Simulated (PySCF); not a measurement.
Species: C₆H₄N (doublet state).
Structure used (GFN2-xTB), in Å, numbered top down from 1:
```
atom  x, y, z in Å
N1     3.3466   -0.2309   -0.1646
C2     2.1975   -0.1510   -0.1102
C3     0.8171   -0.0557   -0.0436
C4     0.0728    1.0948    0.3814
C5    -1.2459    0.7772    0.3028
C6    -1.3644   -0.5969   -0.1794
C7    -0.1154   -1.0907   -0.3858
H8     0.5123    2.0209    0.6978
H9    -2.0791    1.4093    0.5472
H10   -2.2962   -1.1078   -0.3352
H11    0.1600   -2.0664   -0.7365
```

Identity: `N#C[C]1C=CC=C1` [radical].

The calculation used UKS B3LYP, pcH-1 on C H N, non-relativistic, mean-field spin-orbit, GIAO in PySCF. Geometry: GFN2-xTB; no solvent, vibrations or thermal averaging. A GFN2-xTB geometry isn't a minimum of the functional, and hyperfine couplings can be far from their values at a DFT geometry. No stability test was run, so a lower SCF solution isn't excluded.

Give the principal g shifts and their parts.

```json
{"Δg (ppm)": "relativistic mass correction", "1": "-158", "2": "-158", "3": "-158"}
{"Δg (ppm)": "gauge correction", "1": "-1", "2": "39", "3": "29"}
{"Δg (ppm)": "orbital Zeeman/spin–orbit", "1": "57", "2": "718", "3": "1294"}
{"Δg (ppm)": "total", "1": "-102", "2": "599", "3": "1165"}
```

So g = 2.00222, 2.00292, 2.00348 and g_iso = 2.00287; the tensor is rhombic: the two nearest values differ by 45 % of g3 − g1. Axes: g1 is normal to the molecular plane, g2 points within 1° of the C2–C3 bond and g3 points within 1° of the C5–C6 bond.

At 9.59 GHz, how far is the centre of the isotropic spectrum from where a free electron (g = 2.002319) resonates?

B = hν/(g μB) with μB/h = 13.99624 MHz/mT gives 342.20 mT for the free electron and 342.10 mT at g_iso, 0.09 mT lower.

What are the electron Larmor frequencies g μB B/h along the three axes at 1200 mT?

33.6282, 33.6400, 33.6495 GHz for g1, g2 and g3, a range of 21.3 MHz.

What effective moment and Curie constant follow for a powder?

With the mean of g² = 4.0115 and S(S+1) = 0.75: μ_eff = √(⟨g²⟩S(S+1)) = 1.735 μB and χT = 0.12505·⟨g²⟩·S(S+1) = 0.376 cm³ K/mol (cgs; spin-Hamiltonian part alone).

In a frozen sample, at which fields do the three g values resonate at 9.5, 34, 94 and 263 GHz (hyperfine left aside), and which band first spreads them over more than twice a line width of 0.3 mT?

```tsv
band	GHz	B(g3) mT	B(g2) mT	B(g1) mT	spread mT
X	9.5	338.79	338.88	339.00	0.21
Q	34.0	1212.50	1212.84	1213.27	0.77
W	94.0	3352.20	3353.15	3354.32	2.12
J	263.0	9379.04	9381.69	9384.97	5.93
```

The spread grows in proportion to the frequency. Q band is the first where it exceeds 0.6 mT.

The largest Mulliken spin populations are on C3 (+0.56), C6 (+0.30), C5 (+0.30) and N1 (+0.27). Four atoms exceed +0.15. The angles at C3 add up to 360.0°, so it is planar.

The HOMO–LUMO gaps are 6.26 eV among the α and 2.13 eV among the β orbitals.
